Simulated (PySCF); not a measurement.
## Electron correlation in Zn⁺ (zinc, charge +1)

[Ar] 3d10 4s1, 2S determinant. Calculation: PySCF 2.14, in def2-SVP; no relativity, point nucleus. Frozen: [Ar]; 11 electrons correlated.

MP2 pair energies summed by pair of shells (mhartree):

```csv
pair,energy,share (%)
3d-3d,-250.61,96.9
3d-4s,-8.07,3.1
```

Total MP2 correlation energy: -258.68 mhartree.

Same-spin part -99.33 and opposite-spin part -159.36 mhartree; SCS-MP2 scales them by 1/3 and 6/5 to -224.34 mhartree.

```tsv
level	correlation energy (mhartree)
CCSD	-239.12
(T)	-6.13
CCSD(T)	-245.25
```

Diagnostics: T1 = 0.0065, D1 = 0.0101, largest double amplitude 0.029.

Cost of the coupled-cluster step: 0.45 s of wall time on 1 thread of Neoverse-N1 (shared host), for 11 correlated electrons.

Iterations:

```
CC2 = 0
CCSD nocc = (np.int64(6), np.int64(5)), nmo = (22, 22)
frozen orbitals [[0, 1, 2, 3, 4, 5, 6, 7, 8], [0, 1, 2, 3, 4, 5, 6, 7, 8]]
max_cycle = 100
direct = 0
conv_tol = 1e-08
conv_tol_normt = 1e-06
diis_space = 8
diis_start_cycle = 0
Init t2, MP2 energy = -0.258682940344519
Init E_corr(UCCSD) = -0.258682940374504
cycle = 1  E_corr(UCCSD) = -0.233062324928949  dE = 0.0256206154  norm(t1,t2) = 0.0518646
cycle = 2  E_corr(UCCSD) = -0.240534616112003  dE = -0.00747229118  norm(t1,t2) = 0.0170926
cycle = 3  E_corr(UCCSD) = -0.238983769197133  dE = 0.00155084691  norm(t1,t2) = 0.0055989
cycle = 4  E_corr(UCCSD) = -0.239121938992758  dE = -0.000138169796  norm(t1,t2) = 0.00101016
cycle = 5  E_corr(UCCSD) = -0.239126554139977  dE = -4.61514722e-06  norm(t1,t2) = 5.36118e-05
cycle = 6  E_corr(UCCSD) = -0.239124178130473  dE = 2.3760095e-06  norm(t1,t2) = 7.92455e-06
cycle = 7  E_corr(UCCSD) = -0.239124503287307  dE = -3.25156834e-07  norm(t1,t2) = 1.56297e-06
cycle = 8  E_corr(UCCSD) = -0.239124521595158  dE = -1.83078504e-08  norm(t1,t2) = 1.98655e-07
cycle = 9  E_corr(UCCSD) = -0.239124516352131  dE = 5.24302726e-09  norm(t1,t2) = 4.63288e-08
UCCSD converged
E(UCCSD) = -1777.524249258038  E_corr = -0.2391245163521305
UCCSD(T) correction = -0.00612696860070122
```
